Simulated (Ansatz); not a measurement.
`B[Se][SiH2][SiH3]`, relaxed with RKS PBE-D4/def2-SVP in the Gaussian-basis code of Ansatz from a rough embedded geometry. The force threshold is 0.03 eV/Å; the program also tests the step.

Total charge 0; spin multiplicity 1.

Start:

```xyz
11

B    -1.787   -1.322    0.333
Se   -0.201   -2.109   -0.485
Si    0.493   -0.019   -1.097
Si    1.197    1.070    0.668
H    -1.789   -0.972    1.517
H    -2.829   -1.182   -0.250
H     1.675   -0.196   -2.039
H    -0.551    0.635   -1.807
H    -0.025    1.247    1.563
H     2.218    0.397    1.348
H     1.601    2.452    0.250
```

(1) By how much does the energy fall, and how many steps does the optimiser take? (Best estimate.)

(2) Which bonds change most? (An estimate is asked.)

(3) Give the relaxed structure. (Estimate.)

Results:

(1) Ansatz gave: 107.26 kJ/mol, in 16 steps.

(2) Computed: Si3–Si4 from 2.190 to 2.350 Å; Si4–H10 from 1.399 to 1.505 Å; Si3–H8 from 1.422 to 1.504 Å; Se2–Si3 from 2.285 to 2.334 Å.

(3) The calculation gave: 
```xyz
11

B    -1.934   -1.360    0.276
Se   -0.402   -2.011   -0.675
Si    0.537    0.061   -1.195
Si    1.233    1.093    0.799
H    -2.129   -0.171    0.426
H    -2.690   -2.204    0.709
H     1.709   -0.212   -2.101
H    -0.473    0.887   -1.943
H     0.055    1.235    1.724
H     2.276    0.229    1.454
H     1.818    2.455    0.527
```
